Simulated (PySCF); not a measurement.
**Yb (ytterbium, neutral) across methods**

[Xe] 4f14 6s2, closed-shell 1S. Computed with PySCF 2.14 in x2c-TZVPPall (11s7p7d4f2g, 113 functions), with scalar relativity by spin-free X2C-1e.

```csv
method,E (hartree),mean ε 5p (eV),mean ε 4f (eV),mean ε 6s (eV),Σ⟨r²⟩ (bohr²),⟨S²⟩
UHF,-14054.60270,-34.020,-13.615,-5.324,76.79,0.000
PBE0,-14059.45,-29.061,-5.280,-4.379,73.14,0.000
LDA,-14050.34,-27.205,-2.541,-3.987,71.39,0.000
PBE,-14059.71,-27.036,-2.288,-3.824,72.42,0.000
r2SCAN,-14059.80,-28.117,-2.333,-3.923,73.53,0.000
```

Spin-orbit coupling, which splits the p, d and f shells strongly at this Z, is absent.
